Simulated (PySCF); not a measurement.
## How the method changes the constants of ZnN

State: ⁴Σ⁻ (quartet), unpaired electrons σ ↑, π ↑↑. Set-up: PySCF, spin-free X2C with a Gaussian nucleus, basis sets Zn x2c-TZVPPall, N x2c-TZVPPall. De refers to Zn + N in their high-spin ground configurations, without counterpoise correction. The functionals are run spin-unrestricted. A positive dipole means Zn(−)N(+). Levels whose curve was spin-contaminated or gave no clean fit are not listed.

```tsv
Level	Re (Å)	ωe (cm⁻¹)	De (eV)	μ (D)
PBE	2.031	353	0.53	-1.22
PW91	2.029	354	0.54	-1.22
BLYP	2.085	307	0.389	-1.20
TPSS	2.009	381	0.52	-1.34
r²SCAN	2.008	366	0.454	-1.24
PBE0	2.030	348	0.327	-1.39
ωB97X	2.097	245	0.130	-1.10
```

The bond length runs from 2.008 Å (r²SCAN) to 2.097 Å (ωB97X). De spans 0.13 eV (ωB97X, range-separated hybrid) to 0.54 eV (PW91, GGA).

The state was picked by a PBE0 search and need not be the measured ground state.

The whole job (state search and all levels along the bond) took about 7 min on 1 thread of Intel Xeon Platinum 8259CL @ 2.50GHz (shared host), peak memory 3 GiB.
